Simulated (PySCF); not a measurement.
SCF from a fresh guess for doublet WN₂⁻, at the B3LYP minimum. PySCF input:

```python
from pyscf import gto, scf, dft
mol = gto.M(atom='''
W     -0.000000     0.000000    -0.148343
N      1.320169    -0.000000     0.979513
N     -1.320169     0.000000     0.979513''',
    basis={'W': 'def2-SVPD', 'N': 'def2-SVPD'},
    ecp={'W': 'def2-SVPD'},
    charge=-1, spin=1)
mf = dft.UKS(mol, xc='B3LYP')
mf.grids.atom_grid = (50, 194)
aux = {'W': 'def2-universal-JKFIT', 'N': 'def2-universal-JKFIT'}
mf = mf.density_fit(auxbasis=aux)
mf.conv_tol = 1e-08
mf.diis_space = 10
mf.max_cycle = 60
mf.init_guess = 'minao'
mf.verbose = 4
mf.kernel()
```

Excerpt of the output (cycles alone):

```
init E= -164.066667752243
cycle= 1 E= -176.064804843034  delta_E=  -12  |g|= 0.887  |ddm|= 5.17
cycle= 2 E= -169.299998392579  delta_E= 6.76  |g|= 3.28  |ddm|= 3.21
cycle= 3 E= -176.359234865269  delta_E= -7.06  |g|= 0.445  |ddm|= 3.39
cycle= 4 E= -176.426401677975  delta_E= -0.0672  |g|=  0.3  |ddm|= 1.06
cycle= 5 E= -176.472231915838  delta_E= -0.0458  |g|= 0.0673  |ddm|= 0.531
cycle= 6 E= -176.47381038513  delta_E= -0.00158  |g|= 0.0405  |ddm|= 0.052
cycle= 7 E= -176.474597755187  delta_E= -0.000787  |g|= 0.0123  |ddm|= 0.0438
cycle= 8 E= -176.474752151987  delta_E= -0.000154  |g|= 0.00237  |ddm|= 0.0298
cycle= 9 E= -176.474786610572  delta_E= -3.45e-05  |g|= 0.00208  |ddm|= 0.0171
cycle= 10 E= -176.474807313867  delta_E= -2.07e-05  |g|= 0.000779  |ddm|= 0.0201
cycle= 11 E= -176.474808468885  delta_E= -1.16e-06  |g|= 0.000447  |ddm|= 0.00413
cycle= 12 E= -176.474808674872  delta_E= -2.06e-07  |g|= 0.000101  |ddm|= 0.00165
cycle= 13 E= -176.474808687501  delta_E= -1.26e-08  |g|= 3.95e-05  |ddm|= 0.00046
cycle= 14 E= -176.474808689517  delta_E= -2.02e-09  |g|= 8.31e-06  |ddm|= 0.000186
Extra cycle  E= -176.474808689173  delta_E= 3.44e-10  |g|= 3.19e-05  |ddm|= 3.77e-05
converged SCF energy = -176.474808689173  <S^2> = 0.77937669  2S+1 = 2.0291641
```

This is not the lowest solution: another start and a stability analysis within the same unrestricted form found one 36.1 kJ/mol lower, at -176.48856 Eh.

Other spin states or occupations of the open shell can lie lower. No spin–orbit coupling is included, which matters more the heavier the element.

The search for the lowest solution, 3 starts and the stability check together, took 7.9 s on 2 threads of a shared Intel Xeon 6975P-C (Granite Rapids) host, with 75 basis functions; the process peaked at 0.39 GiB. Launch command: `OMP_NUM_THREADS=2 python axn.py task.json out`.
